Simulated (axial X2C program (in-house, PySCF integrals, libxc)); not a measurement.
# SnO: from the spin-free to the two-component result

All values were computed with an axial X2C code built on PySCF integrals. Spin-free means the one-electron spin-free X2C Hamiltonian; two-component (2c) means X2C with spin–orbit coupling and atomic mean-field two-electron Coulomb and Gaunt terms, so the difference of the two also holds small scalar two-electron terms. Basis: Sn dyall-cv3z [11s12p9d4f1g], O dyall-av3z [7s6p3d2f] (cores contracted in-house); Gaussian nuclei, density fitting, unrestricted open shells. Masses: Sn 119.902 u, O 15.995 u.

Spin-free state: M_S = 0, Λ = 0 (closed shell); fragments Sn + O.

```tsv
level	Re (Å)	ωe (cm⁻¹)	De (eV)	μ (D)
PBE0	1.818	869.8	5.372	-4.32
TPSSh	1.831	843.9	5.514	-4.14
```

Dipoles are positive if O is the positive end.

Two-component determinant lowest at the distance of the search:

Ω = 0 (closed shell); fragments Sn + O.

```csv
level,Re (Å),ωe (cm⁻¹),μ (D)
PBE0,1.819,868.1,-4.31
TPSSh,1.832,842.5,-4.13
```

(1) From the two tables, how do the constants change at the PBE0 level (2c against spin-free)?

The state is a single determinant with fixed occupations, the lowest that a limited PBE0 search found. The closed shell is kept restricted, so the energy runs too high when the bond is stretched far. De is counted from the lowest determinant-based energies of the atoms at the same level, without counterpoise correction. De is not given where an atomic determinant may have missed its ground term or J level, or where the truncated virtual space spoils (T). The functionals have no current-density term, which raises determinants with orbital currents, atoms included.

## Answers

(1) At the PBE0 level Re goes up by 0.001 Å and ωe falls by 1.7 cm⁻¹.
